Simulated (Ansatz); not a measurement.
`[GeH3][SiH2][GeH2][GeH3]` + GeH₄ → `[GeH3][SiH2][GeH3]` + `[GeH3][GeH3]` at 600 K and 1 bar (formal exchange of groups at the Si–Ge bond).

Computed with Ansatz on PBE0-D4/def2-TZVP structures; ΔE is electronic, products minus reactants. CCSD(T)/CBS is the MP2 limit (def2-TZVPP, def2-QZVPP) plus CCSD(T) − MP2 in def2-TZVPP, frozen cores. For Ge outer-core shells are correlated without core-valence functions, which leaves a few kJ/mol of doubt a bond. Scalar relativity is left out up to krypton. Each species was taken in one conformer, which may not be the lowest.

| species | CCSD(T)/CBS energy (Eh) | H − E (kJ/mol) | S (J/(mol·K)) |
| --- | --- | --- | --- |
| `[GeH3][SiH2][GeH2][GeH3]` | -6523.43025 | 300.9 | 594.4 |
| GeH₄ | -2078.49493 | 105.8 | 256.4 |
| `[GeH3][SiH2][GeH3]` | -4446.10285 | 236.3 | 478.2 |
| `[GeH3][GeH3]` | -4155.81928 | 170.1 | 372.6 |

H − E and S are ideal-gas, rigid-rotor, harmonic terms from PBE0-D4/def2-TZVP, for one conformer and one mirror image of each species. 1 Eh = 2625.50 kJ/mol, R = 8.31446 J/(mol·K).

Question: By hand: ΔE, ΔH, ΔS and ΔG.

Answer: ΔE = (-4446.10285) + (-4155.81928) − (-6523.43025) − (-2078.49493) = 0.00305 Eh = 8.0 kJ/mol. Δ(H − E) = 236.3 + 170.1 − 300.9 − 105.8 = -0.3, so ΔH = 7.7 kJ/mol. ΔS = 478.2 + 372.6 − 594.4 − 256.4 = 0.0 J/(mol·K). ΔG = 7.7 − 600 × (0.0)/1000 = 7.7 kJ/mol.

Question: By hand: the equilibrium constant, and the temperature at which ΔG would vanish if ΔH and ΔS stayed fixed.

Answer: log₁₀ K = −ΔG/(RT ln 10) = -0.7. With ΔH or ΔS at zero there is no such temperature.

The number of gas molecules stays the same, so ΔS is small and ΔH decides. A doubt of 5 kJ/mol in ΔE shifts log₁₀ K by 0.4 here. Other conformers and mirror images would add mixing entropy, several J/(mol·K) or more a flexible species. Modes under 60 cm⁻¹, often nearly free rotors, make the harmonic entropy too high. These are equilibria of isolated gas molecules and say nothing of rates. Largest T1 diagnostic: 0.012 (customary marks: 0.02 for closed shells, 0.045 for open ones).

ΔS is within the doubt of such terms, so its sign, and with it that verdict, could turn.
